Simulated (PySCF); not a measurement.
**Electron correlation in Sn⁺ (tin, charge +1)**

[Kr] 4d10 5s2 5p1, 2P determinant. All numbers are calculated (PySCF 2.14, scalar relativity through the core potential, in def2-TZVP with the def2 core potential (28 electrons) (6s5p3d2f, 50 functions)). Frozen: 4s2 4p6 4d10; 3 electrons correlated.

MP2 pair energies summed by pair of shells (mhartree):

| pair | energy | share (%) |
| --- | --- | --- |
| 5s-5s | -18.39 | 57.1 |
| 5s-5p | -13.84 | 42.9 |

Total MP2 correlation energy: -32.23 mhartree.

Same-spin part -2.20 and opposite-spin part -30.03 mhartree; SCS-MP2 scales them by 1/3 and 6/5 to -36.77 mhartree.

```
  level  correlation energy (mhartree)
   CCSD                         -44.01
    (T)                          -0.65
CCSD(T)                         -44.66
```

Diagnostics: T1 = 0.010, D1 = 0.0240, largest double amplitude 0.093.

Cost of the coupled-cluster step: 1.8 s of wall time on 1 thread of Neoverse-V1 (shared host), for 3 correlated electrons.
